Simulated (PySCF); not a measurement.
Deuteron quadrupole couplings in `CN[SiH2]OC(C)=O`

C₃H₉NO₂Si.
Structure used (PBE0-D3(BJ)/def2-SVP), in Å, numbered top down from 1:
```xyz
16
C3H9NO2Si angstrom
C     -3.1331   -0.3092   -0.1142
N     -2.3667   -0.4175    1.1044
Si    -0.9324   -1.3289    1.2971
O      0.3648   -0.5249    0.4766
C      1.5624   -1.1111    0.5288
C      2.6176   -0.3653   -0.2311
O      1.7430   -2.1382    1.1382
H     -2.9534   -1.1932   -0.7460
H     -2.8774    0.5796   -0.7208
H     -4.2167   -0.2771    0.0900
H     -2.5472    0.3229    1.7732
H     -0.6117   -1.3706    2.7450
H     -1.1058   -2.6453    0.6325
H      3.5742   -0.8949   -0.1628
H      2.3126   -0.2626   -1.2828
H      2.7161    0.6517    0.1762
```

Level: PBE0/pcSseg-1 (PySCF, non-relativistic); Q(2H) = 0.00286 b; rigid geometry, the same for H and D, with no vibrational averaging.

**Question.** Rank these positions by the coupling χzz of a deuteron there, largest first.
A. H10 (methyl hydrogen)
B. H12 (Si–H hydrogen)
C. H11 (N–H hydrogen)
D. H15 (methyl hydrogen)

**Answer.** C (273 kHz), D (196 kHz), A (190 kHz), B (96 kHz).

**Question.** What are Vzz, η and χzz (234.96 MHz × Q × Vzz) at all hydrogens?

**Answer.** 
```csv
atom,bonded to,bond length (Å),Vzz (au),η,χzz (kHz)
H8,C1,1.101,0.2840,0.09,191
H9,C1,1.106,0.2777,0.05,187
H10,C1,1.103,0.2830,0.06,190
H11,N2,1.014,0.4060,0.19,273
H12,Si3,1.484,0.1435,0.01,96
H13,Si3,1.485,0.1428,0.02,96
H14,C6,1.095,0.2958,0.02,199
H15,C6,1.100,0.2913,0.04,196
H16,C6,1.100,0.2913,0.04,196
```

**Question.** Average by the element that carries the hydrogen.

**Answer.** on C: 193 kHz over 6 positions, mean bond length 1.101 Å; on N: 273 kHz over 1 position, mean bond length 1.014 Å; on Si: 96 kHz over 2 positions, mean bond length 1.484 Å.

**Question.** How does χzz go with the bond length over the 6 C–H bonds?

**Answer.** A straight-line fit has a slope of -12.3 kHz for each 0.01 Å, with a correlation coefficient of -0.96, over lengths from 1.095 to 1.106 Å. The longer bonds have the smaller couplings here.

**Question.** Give the 2H NMR doublet splittings at H10 for a magnetic field along the z, y and x axes of the gradient: 3χ/2, 3χ(1 + η)/4, 3χ(1 − η)/4.

**Answer.** With |χ| = 190.2 kHz and η = 0.059: 285, 151 and 134 kHz, to first order and without motion.

Isolated species at its PBE0-D3(BJ)/def2-SVP geometry (one conformer only). These gradients aren't converged with respect to the basis.
